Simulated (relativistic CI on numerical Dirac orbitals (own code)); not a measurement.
Computed by Dirac-Coulomb-Breit CI, separate exchange-only KLI orbitals for each configuration, QED by a radiative potential, unscaled Slater integrals (own radial code, finite nucleus).

CI space (outside the closed core [Ar]): 3d10.4s, 3d10.4p, 3d10.4d, 3d10.4f, 3d10.5s, 3d10.5p, 3d10.5d, 3d10.5f, 3d10.5g, 3d10.6s, 3d10.6p, 3d10.6d, 3d9.4s2, 3d10.6f, 3d10.7s, 3d9.4s.4p, 3d10.8s, 3d9.4s.4d, 3d9.4s.4f, 3d9.4s.5s, 3d9.4s.5p, 3d9.4s.5d, 3d9.4s.5f. Double excitations out of closed p, d and f shells are left out; levels of such configurations are missing from the list, as are those of other unlisted configurations, and high levels can miss mixing partners.

At this charge energies of transitions that change n are usually good to better than 1 %, and those within a shell (Δn = 0) to a few per cent.

Outline of the computed level scheme of Pm XXXIII. Lowest level of each configuration: 3d10.4s 2S_1/2 at 0.000 eV; 3d10.4p 2P°_1/2 at 67.565 eV; 3d10.4d 2D_3/2 at 212.056 eV; 3d10.4f 2F°_5/2 at 335.565 eV; 3d10.5s 2S_1/2 at 534.312 eV; 3d10.5p 2P°_1/2 at 566.618 eV; 3d10.5d 2D_3/2 at 633.887 eV; 3d10.5f 2F°_5/2 at 688.349 eV; 3d10.5g 2G_7/2 at 711.930 eV.

Some strong electric-dipole decays among the lowest 16 levels: 3d10.5g 2G_9/2 → 3d10.4f 2F°_7/2 (5.8e+12 s⁻¹); 3d10.5g 2G_7/2 → 3d10.4f 2F°_5/2 (5.6e+12 s⁻¹); 3d10.5f 2F°_7/2 → 3d10.4d 2D_5/2 (2.8e+12 s⁻¹); 3d10.5f 2F°_5/2 → 3d10.4d 2D_3/2 (2.6e+12 s⁻¹); 3d10.5s 2S_1/2 → 3d10.4p 2P°_3/2 (1.9e+12 s⁻¹); 3d10.5d 2D_5/2 → 3d10.4p 2P°_3/2 (1.4e+12 s⁻¹); 3d10.5p 2P°_1/2 → 3d10.4s 2S_1/2 (1.2e+12 s⁻¹); 3d10.5p 2P°_1/2 → 3d10.4d 2D_3/2 (1.1e+12 s⁻¹).

LS names give the leading component of a level, which can be under half, so a name can repeat, a term be missing and a line seem to break the LS rules.
